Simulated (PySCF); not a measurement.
C6H6ClO: g tensor and hyperfine couplings

C6H6ClO (doublet state).
Geometry (GFN2-xTB, Å), atoms numbered from 1 in this order:
```
atom  x, y, z in Å
C1     2.185   -0.385    0.475
O2     1.011   -1.094    0.141
C3    -0.091   -0.353   -0.069
C4    -0.280    0.981   -0.052
C5    -1.696    1.248   -0.332
Cl6   -2.305    2.840   -0.415
C7    -2.332    0.085   -0.420
C8    -1.397   -1.061   -0.344
H9     2.956   -1.134    0.642
H10    2.040    0.206    1.385
H11    2.486    0.280   -0.340
H12    0.427    1.767    0.131
H13   -1.361   -1.621   -1.278
H14   -1.646   -1.760    0.454
```

The hyperfine couplings belong to this conformer and change with its torsions.

Identity: `COC1=CC(Cl)=[C]C1` [radical].

Computed, not measured: UKS B3LYP, pcH-1 on C Cl H O, non-relativistic, mean-field spin-orbit, GIAO in PySCF 2.14.0. One conformer (not necessarily the lowest) at the GFN2-xTB geometry, without solvent, vibrations or thermal averaging. The geometry wasn't refined by DFT: couplings that depend on bond lengths, twists or pyramidal angles can differ widely from those at the functional's own minimum. Stability of the SCF solution: not tested.

| Property | Result |
| --- | --- |
| g1, g2, g3 | 1.99980, 2.00218, 2.00281 |
| g_iso | 2.00160 |
| Form of g | rhombic: the two nearest values differ by 21 % of g3 − g1 |
| ⟨S²⟩ | 0.7644 (exact 0.7500) |

Isotropic coupling and dipolar principal values T1 to T3, in MHz; ρ(0) is the spin density at the nucleus:

| atom | isotope | a_iso | of which spin–orbit | T1 | T2 | T3 | Mulliken spin population | ρ(0) (bohr⁻³) |
| --- | --- | --- | --- | --- | --- | --- | --- | --- |
| C1 | 13C | 5.4 | 0.0 | -0.5 | -0.5 | 1.0 | 0.00 | 0.0048 |
| O2 | 17O | -9.4 | 0.0 | -3.1 | -0.3 | 3.5 | 0.00 | 0.0154 |
| C3 | 13C | 56.2 | 0.0 | -10.8 | 0.4 | 10.4 | 0.00 | 0.0500 |
| C4 | 13C | 38.3 | 0.0 | -5.5 | -2.9 | 8.4 | 0.07 | 0.0341 |
| C5 | 13C | -4.2 | -0.1 | -24.9 | -1.3 | 26.2 | -0.12 | -0.0037 |
| Cl6 | 35Cl | 5.8 | 0.2 | -7.3 | -1.7 | 9.0 | 0.01 | 0.0128 |
| C7 | 13C | 475.9 | -0.1 | -79.5 | -51.6 | 131.1 | 1.04 | 0.4235 |
| C8 | 13C | 42.3 | 0.0 | -6.4 | -5.9 | 12.3 | -0.02 | 0.0376 |
| H9 | 1H | 2.2 | 0.0 | -0.5 | -0.3 | 0.9 | 0.00 | 0.0005 |
| H10 | 1H | -0.3 | 0.0 | -0.8 | -0.6 | 1.4 | 0.00 | -0.0001 |
| H11 | 1H | -1.0 | 0.0 | -0.8 | -0.5 | 1.3 | 0.00 | -0.0002 |
| H12 | 1H | 13.5 | 0.0 | -3.5 | -2.0 | 5.5 | 0.01 | 0.0030 |
| H13 | 1H | 10.5 | 0.0 | -7.1 | -5.6 | 12.6 | 0.00 | 0.0024 |
| H14 | 1H | 9.2 | 0.0 | -6.9 | -5.5 | 12.4 | 0.00 | 0.0021 |

The largest Mulliken spin populations are on C7 (+1.04), C5 (-0.12) and C4 (+0.07). No atom but C7 exceeds +0.15.

Axes: g1 points within 3° of the C5–C7 bond.

Under fast tumbling the dipolar parts average out, and these isotropic splittings remain: 1 × 1H (H12, I = 1/2, 2 lines) with 0.48 mT, 2 × 1H (H13/H14, I = 1/2, 3 lines) with 0.35 mT and 1 × 35Cl (Cl6, I = 3/2, 4 lines) with 0.21 mT.

Class means assume fast exchange of nuclei equivalent by connectivity; if that motion is slow, each nucleus keeps its own coupling.

Main isotope only: 35Cl (natural samples also hold 24 % 37Cl, magnetic too, which adds its own pattern).

The 13C coupling of C7 (475.9 MHz) shows only in satellite lines or after enrichment, since that isotope makes up about 1.07 % of natural carbon.

The 17O coupling of O2 (-9.4 MHz) shows only in satellite lines or after enrichment, since that isotope makes up about 0.038 % of natural oxygen.

The spin density at the nucleus, in bohr⁻³, is negative for C5 (-0.0037), for instance. A restricted open-shell determinant has no negative spin density anywhere; here it arises because α and β orbitals differ (spin polarisation).

Hardware: one thread of an Arm Neoverse V2, shared host. Cost: 87 s (grids of density and orbitals included), 0.97 GiB resident at most.
